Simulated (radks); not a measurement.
The fluorine anion F-, configuration [Ne].

Method: scalar-relativistic Kohn-Sham, r2SCAN, spin-polarised, spherical densities, finite nucleus; meta-GGA in the generalised Kohn-Sham scheme; Fermi nuclear charge, rms radius 2.8976 fm; Watson sphere of charge +1 and radius 3.07 bohr; computed with a radial shooting solver on a logarithmic mesh with Libxc functionals.

Energy parts (eV; the electron-nucleus part includes the sphere):
| part | energy |
|---|---|
| total | -2807.972 |
| kinetic | 2718.583 |
| electron-nucleus | -6728.414 |
| Hartree | 1491.961 |
| exchange-correlation | -290.102 |

Orbitals (lengths in bohr, moments of r in powers of bohr; <r^-3> diverges for s and p1/2):
| orbital | occ. | eigenvalue (eV) | <r^-3> | <r> | <1/r> |
|---|---|---|---|---|---|
| 1s | 2 | -662.9373 | - | 0.1761 | 8.635 |
| 2s | 2 | -26.2423 | - | 1.037 | 1.422 |
| 2p | 6 | -6.7935 | 6.667 | 1.264 | 1.166 |

The highest occupied level is 2p at -6.794 eV. Summed over all electrons, <r^2> = 16.22 bohr^2, which gives a Langevin (diamagnetic) susceptibility term of -12.8 x 10^-6 cm^3/mol. The electron density at the nucleus is 463.6 e/bohr^3 (large components only). The density falls to 0.001 e/bohr^3 at r = 3.57 bohr.
